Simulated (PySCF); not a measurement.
# Tm³⁺ (thulium, charge +3) across methods

[Xe] 4f12, one real determinant. Computed with PySCF 2.14 in ANO-RCC-VTZP, with the spin-free X2C one-electron Hamiltonian (Gaussian nucleus).

```csv
method,E (hartree),mean ε 5p β (eV),mean ε 4f α (eV),mean ε 4f β (eV),Σ⟨r²⟩ (bohr²),⟨S²⟩
LDA,-13555.91,-56.502,-37.099,-35.455,33.03,2.001
PBE0,-13564.97,-58.127,-40.083,-38.294,32.87,2.001
UHF,-13560.45077,-62.670,-49.260,-46.653,32.63,2.002
PBE,-13565.17,-56.172,-36.746,-35.203,33.03,2.001
```

Question: Estimate the same row for r2SCAN.

Answer: E (hartree) = -13565.31; mean ε 5p β (eV) = -56.963; mean ε 4f α (eV) = -36.817; mean ε 4f β (eV) = -35.210; Σ⟨r²⟩ (bohr²) = 32.87; ⟨S²⟩ = 2.001.

⟨L²⟩ = 24.01 against 30 for a pure H term, so this real determinant mixes terms. Spin-orbit coupling, absent here, splits the open shell strongly.
